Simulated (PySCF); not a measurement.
## Computed properties of C4H6OSe, SMILES C1=C[Se]CCO1

2,3-dihydro-1,4-oxaselenine (C4H6OSe), SMILES C1=C[Se]CCO1. The structure is a stationary point at B3LYP-D3(BJ)/def2-SVP. The values are those of a single conformer. All values are computed for the isolated molecule unless a solvent is named; none is compared with measurement here.

**Structure.** All 30 harmonic modes at B3LYP-D3(BJ)/def2-SVP (PySCF) are real, so it is a minimum. With heavy atoms numbered as in [CH:1]1=[CH:2][Se:3][CH2:4][CH2:5][O:6]1, the shortest bond between them is C1–C2 at 1.342 Å and the longest Se3–C4 at 1.969 Å.

**Vibrations.** The strongest infrared lines (harmonic, unscaled, degenerate partners summed) lie at 1682 cm⁻¹ (83 km/mol, C 91 %), 1321 cm⁻¹ (61 km/mol, H 81 %, C 10 %, O 9 %), 1109 cm⁻¹ (40 km/mol, H 44 %, C 37 %, O 20 %). The softest mode is at 117 cm⁻¹ and the zero-point energy is 58.9 kcal/mol.

**Electronic structure.** M06-2X/def2-TZVP (PySCF) places the frontier levels at -6.80 and 0.85 eV, a gap of 7.65 eV, and gives a dipole moment of 1.07 D and a mean polarisability of 72.9 bohr³. PBE/def2-TZVP (PySCF) at the same geometry gives -4.60 and -0.84 eV, so its gap is 3.89 eV narrower. An orbital gap is neither the optical nor the fundamental gap.

**Excitations.** TDDFT-CAM-B3LYP/def2-SVPD (PySCF) has S1 at 4.27 eV (291 nm, f = 0.001, dark); the most intense of the 10 singlets computed lies at 5.85 eV (f = 0.08). T1 (TDA) is at 3.73 eV. TDDFT-PBE/def2-SVPD (PySCF) puts S1 at 3.81 eV. No vertical singlet excitation falls in the visible range (under 3.1 eV).

**NMR.** GIAO shifts at B3LYP/pcSseg-1 (PySCF) (non-relativistic, atoms alike by connectivity averaged): ¹³C from 30.8 to 152.7 ppm against TMS; ¹H from 2.9 to 7.0 ppm against TMS.
